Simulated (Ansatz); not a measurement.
AlH5N2OSi, relaxed with RKS PBE-D4/def2-SVP in Ansatz from a rough embedded geometry. The force threshold is 0.03 eV/Å; the program also tests the step.

Total charge 0; spin multiplicity 1.

Start:

```xyz
10

N    -1.220    0.721    2.163
Al   -0.799    0.245    0.413
N     0.167   -1.256   -0.249
Si    0.896   -0.201   -1.558
O    -0.018    1.181   -1.006
H    -0.667    0.119    2.827
H    -0.767    1.706    2.316
H    -0.516   -1.859   -0.819
H     2.368   -0.027   -1.237
H     0.555   -0.628   -2.849
```

```csv
step,energy (eV),largest force (eV/Å),largest move (Å)
1,-19564.0136,4.220,0.000
2,-19564.6264,1.457,0.193
3,-19564.8757,1.084,0.124
4,-19565.1147,0.599,0.200
5,-19565.2524,0.317,0.200
6,-19565.3004,0.180,0.200
7,-19565.3050,0.068,0.200
8,-19565.3081,0.023,0.087
```

End:

```xyz
10

N    -1.029    0.778    2.084
Al   -0.276    0.289    0.561
N     0.100   -1.213   -0.372
Si    0.825   -0.178   -1.608
O     0.461    1.237   -0.736
H    -1.443    0.149    2.772
H    -1.102    1.747    2.401
H     0.012   -2.228   -0.333
H     2.308   -0.365   -1.815
H     0.145   -0.216   -2.953
```

Hardware: 4 threads of an Arm Neoverse V2 on a shared host. Wall time 9 s, peak host memory 0.16 GiB.
